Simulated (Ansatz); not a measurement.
Molecule: C₅H₁₀O, charge 0, multiplicity 1. 
Structure (B3LYP-D3(BJ)/def2-TZVP (Ansatz, an electronic-structure program) minimum search):
```
C
O 1 1.2093
C 1 1.5187 2 121.92
H 3 1.0957 1 107.60 2 123.90
H 3 1.0957 4 105.00 1 -114.39
C 1 1.5187 2 121.92 3 180.00
H 6 1.0957 1 107.60 2 123.90
H 6 1.0957 7 105.00 1 -114.39
C 3 1.5209 4 111.14 5 -120.24
H 9 1.0898 3 110.93 4 178.73
H 9 1.0899 10 107.24 3 -121.28
H 9 1.0908 10 108.49 11 -116.99
C 6 1.5209 7 111.14 8 -120.24
H 13 1.0898 6 110.93 7 178.73
H 13 1.0899 14 107.24 6 -121.28
H 13 1.0908 14 108.49 15 -116.99
```
Charge 0, spin multiplicity 1.

Property: atomisation energy (electronic, to ground-state atoms), in kJ/mol. Correlated levels leave the core frozen unless marked. Open shells are spin-unrestricted. Spin-orbit coupling is left out. No relativistic terms. The coupled-cluster limit lacks core correlation, which all-electron functionals hold. Basis-set limits of correlation are two-point, X^-3; Hartree-Fock from the larger set.

```tsv
level	program	atomisation energy (kJ/mol)
PBE0/STO-3G	Ansatz	7684.9
PBE0-D3(BJ)/def2-TZVPD	Ansatz + dftd3	6601.8
PBE0-D4/def2-TZVPD	Ansatz + dftd4	6599.6
LC-wPBE-D4/def2-TZVPD	Ansatz + dftd4	6588.3
LC-wPBE/def2-TZVPD	Ansatz	6556.9
wB97X-V/def2-TZVPD	Ansatz	6562.4
B2GP-PLYP-D4/def2-TZVPD	Ansatz + dftd4	[?]
B2PLYP-D3(BJ)/def2-TZVPD	Ansatz + dftd3	6502.5
PBE-QIDH/def2-TZVPD	Ansatz	6522.5
RPA@PBE/cc-pVTZ	Ansatz	6145.8
SCS-MP2/STO-3G	Ansatz	6602.8
SCS-MP2/6-31G	Ansatz	5699.5
SCS-MP2/6-31G*	Ansatz	6059.8
SCS-MP2/cc-pVTZ	Ansatz	6468.9
CCSD/STO-3G	Ansatz	6652.6
CCSD/6-31G	Ansatz	5649.2
CCSD/cc-pVTZ	Ansatz	6321.8
CCSD(T)/CBS(cc-pVTZ,cc-pVQZ)	Ansatz	6550.3
```

Question: Complete the blanks.

Answer: 
- B2GP-PLYP-D4/def2-TZVPD, atomisation energy (kJ/mol): 6478.9
